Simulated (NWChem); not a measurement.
## Lowest excitation of H2ClGa

```
Ga
H 1 1.5701
H 1 1.5701 2 130.12
Cl 1 2.1721 2 114.94 3 180.00
```
Charge 0, spin multiplicity 1.

All runs are NWChem calculations. All single points use one geometry, from PBE/def2-SVP, a minimum by its harmonic frequencies.

Basis set: def2-SVPD. CR-EOMCCSD(T) is the triples correction to the same EOM-CCSD root.

The Hamiltonian is non-relativistic. The correlated methods keep 14 core orbitals frozen. B3LYP has NWChem's definition, with VWN1-RPA local correlation. The structure started from a generated list of species. Coupled-cluster values serve here as a point of comparison, not as the truth.

Q: One of these methods gave a lowest vertical singlet excitation energy of 4.55 eV. Which?
A. CIS
B. TD-B3LYP
C. EOM-CCSD
D. TD-PBE

A: D, TD-PBE. The others give 5.52 (EOM-CCSD), 6.40 (CIS), 4.93 (TD-B3LYP).
